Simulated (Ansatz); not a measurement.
A search over several starts for the lowest SCF solution of NiN₂H₈⁻, that is cis-NiH2(NH3)2 with one electron more at the given spin, in a small basis.

```yaml
crystal:
  periodic: [false, false, false]
  atoms:
    - {symbol: Ni, position_ang: [0.589050, 0.591444, 0.004905]}
    - {symbol: H, position_ang: [2.054121, 0.687107, -0.061323]}
    - {symbol: H, position_ang: [0.678222, 2.056307, 0.083991]}
    - {symbol: N, position_ang: [-1.385710, 0.744029, 0.108774]}
    - {symbol: H, position_ang: [-1.592309, 1.260604, 0.964891]}
    - {symbol: H, position_ang: [-2.006818, -0.067252, 0.086841]}
    - {symbol: H, position_ang: [-1.665879, 1.360918, -0.655001]}
    - {symbol: N, position_ang: [0.750517, -1.381803, -0.114030]}
    - {symbol: H, position_ang: [1.359828, -1.666744, 0.654005]}
    - {symbol: H, position_ang: [1.277464, -1.578429, -0.966100]}
    - {symbol: H, position_ang: [-0.058486, -2.006169, -0.106953]}
basis:
  gaussian: {orbitals: def2-SVP}
total_charge: -1
magnetization: {spin_polarized: true, initial_magnetization: 1}
hamiltonian: {xc: pbe0, dispersion: d4}
output: {orbitals: {seedname: orbitals}}
```

```sh
$ ansatz run in.yaml --threads 4 --pin off --events-out ev --progress --plain --max-ram 3916MiB
```

Shortened log:

```
Functional definition: PBE0
1043 factors; integrals over basis functions are off by at most 1.4e-3 eV
mean field evaluation 1: about -44128.0044 eV, gradient 2.8e1 eV
mean field evaluation 2: about -43936.4790 eV, gradient 2.2e2 eV
mean field evaluation 4: about -44132.3555 eV, gradient 1.2e1 eV
mean field evaluation 8: about -44133.0785 eV, gradient 8.7e-1 eV
mean field evaluation 16: about -44133.0846 eV, gradient 2.3e-2 eV
mean field evaluation 32: about -44133.6728 eV, gradient 8.7e-1 eV
mean field -44133.71297402 eV, -1621.8840368903 hartree, gradient 2.4e-5 eV, S^2 0.751546; 6 other end points of the search recorded, 0 dependent functions left out
reference -44133.71301708 eV, -1621.8840384725 hartree; 26, 25 occupied and 73, 74 virtual orbitals, 1043 factors
Total energy: -44133.89059957 eV, -1621.8905645085 hartree
```

It took 6 s on 4 threads of Arm Neoverse V2 on a shared host.

The highest occupied level of the charge -1 doublet lies above zero (up to 3.42 eV). By energy differences it is unbound by 0.66 eV (vertical, to the charge 0 singlet, at PBE0-D4/def2-TZVPD) and held by the finite basis.
